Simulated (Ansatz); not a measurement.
`O[SiH2]C[SiH2]O` → `[OH]`• + `O[SiH2]C[SiH2]`•  (homolysis of the O–Si bond)

Computed with Ansatz on PBE0-D4/def2-TZVP structures; ΔE is electronic, products minus reactants. CCSD(T)/CBS adds triple-zeta CCSD(T) − MP2 to the extrapolated MP2 energy (def2 sets, frozen cores). This one scheme is used for every species. Functionals use def2-TZVPP. B3LYP here is the variant with VWN-RPA as its local correlation; programs differ in this. Open shells (•) are unrestricted, without spin–orbit coupling. One conformer a species, not always the lowest.

```
             level  ΔE (kcal/mol)  difference from CCSD(T)/CBS
            B2PLYP          130.6                         -4.1
               PBE          128.4                         -6.3
              PBE0          126.9                         -7.8
             B3LYP          126.7                         -8.0
     HF/def2-TZVPP           98.7                        -36.0
SCS-MP2/def2-TZVPP          135.2                          0.5
CCSD(T)/def2-TZVPP          130.8                         -3.9
SCS-MP2/def2-QZVPP          137.7                          3.0
     MP2/CBS(def2)          142.3                          7.6
    CCSD/CBS(def2)          132.3                         -2.4
       CCSD(T)/CBS          134.7                            0
```

Largest T1 diagnostic among the species: 0.012.

In def2-TZVPP, CCSD(T) changes the Hartree–Fock value by +32.1 kcal/mol (the triples alone add +2.4 kcal/mol) and MP2 by +39.6 kcal/mol; breaking electron pairs costs correlation energy, which Hartree–Fock lacks. From PBE to PBE0 (25 % exact exchange), in def2-TZVPP and without D4, ΔE moves by −1.6 kcal/mol: exact exchange takes away binding that semilocal exchange gives to molecules.
